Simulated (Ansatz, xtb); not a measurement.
**Relaxing a trial structure of ClH4OSi2**

The starting geometry of this gas-phase doublet has its atoms placed at random.

```yaml
atoms:
  - { symbol: Cl, position_ang: [-1.4824, -0.8959, 0.8129] }
  - { symbol: O, position_ang: [0.6828, 1.3412, 1.6240] }
  - { symbol: Si, position_ang: [0.6926, -0.6069, -0.4015] }
  - { symbol: Si, position_ang: [2.2467, 0.6510, -0.2240] }
  - { symbol: H, position_ang: [-0.1013, 0.6083, 1.3242] }
  - { symbol: H, position_ang: [-0.7381, -0.7853, -0.3290] }
  - { symbol: H, position_ang: [-0.3462, 1.6869, 1.5602] }
  - { symbol: H, position_ang: [0.8720, 1.5741, 0.1831] }
```

Task: Guess where an optimisation with r2SCAN-D4/def2-SVP ends from this start.

Result: It loosens into H3OSi2 + ClH, which stay close as a complex. Distances that change by over a tenth: Cl1–Si3 (2.51 → 3.59 Å), O2–H7 (1.09 → 0.97 Å), Si3–Si4 (2.01 → 2.33 Å). Contacts that open: Cl1–H6 (1.37 → 3.30 Å), O2–H5 (1.11 → 1.74 Å), Si4–H8 (1.71 → 3.26 Å). Contacts that close: Cl1–H5 (2.11 → 1.32 Å), O2–Si4 (2.52 → 1.72 Å), Si3–H8 (2.27 → 1.50 Å).

The energy falls by 7.20 eV over 50 steps:

```
step  E − E(last) (eV)
   1             7.200
   6             2.260
  12             1.619
  17             1.548
  23             0.888
  28             0.550
  34             0.050
  39             0.012
  45             0.001
  50             0.000
```

Final geometry (Å):

```yaml
atoms:
  - { symbol: Cl, position_ang: [-2.0569, -0.1865, 1.4606] }
  - { symbol: O, position_ang: [0.6153, 1.1828, 1.9291] }
  - { symbol: Si, position_ang: [0.6114, 0.0414, -0.9310] }
  - { symbol: Si, position_ang: [1.4173, 1.6983, 0.5010] }
  - { symbol: H, position_ang: [-0.9162, 0.3591, 1.8246] }
  - { symbol: H, position_ang: [0.2223, -1.3661, -0.6104] }
  - { symbol: H, position_ang: [0.8065, 1.7216, 2.7109] }
  - { symbol: H, position_ang: [1.1266, 0.1228, -2.3348] }
```

From the same start GFN2-xTB ends elsewhere, in pieces: ClH2Si2 + H2O.

From so rough a start the end depends on the optimiser's path, so another program may land elsewhere. No frequencies were run, so the end isn't proven a minimum. Open shells are spin-unrestricted. Run with Ansatz 0.2.0, 3.7 min on 2 threads of Intel(R) Xeon(R) Platinum 8488C (Sapphire Rapids) (shared host).
